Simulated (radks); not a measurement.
Spherical jellium clusters: N electrons in a uniform positive sphere of charge N and radius rs N^(1/3), rs = 2.87 bohr. Method: non-relativistic Kohn-Sham, PBE, spin-polarised, spherical densities; computed with a radial shooting solver with Libxc functionals. Levels are named by radial order and angular momentum (1s, 1p, 1d, 2s, ...), and open shells are averaged over m.

N = 15, configuration 1s2 1p6 1d(up 5, down 2). This is the lowest configuration that the search found. Occupied and some empty levels:

level    occupation  eigenvalue (eV)  <r> (bohr)
1s up             1          -7.5460       4.444
1s down           1          -7.3614       4.203
1p up             3          -5.7636       5.428
1p down           3          -5.3781       5.318
1d up             5          -3.6536       6.235
1d down           2          -3.1862       6.226
2s up             0          -2.9953       5.752
2s down           0          -2.8203       5.816
1f up             0          -1.3751       7.209
2p up             0          -1.0063       8.480
1f down           0         -0.91481       7.388
2p down           0         -0.80950       8.717

Energy (eV): total -21.7722, kinetic 47.611, external -1006.0, Hartree 489.03, exchange-correlation -71.421, background 519.01.
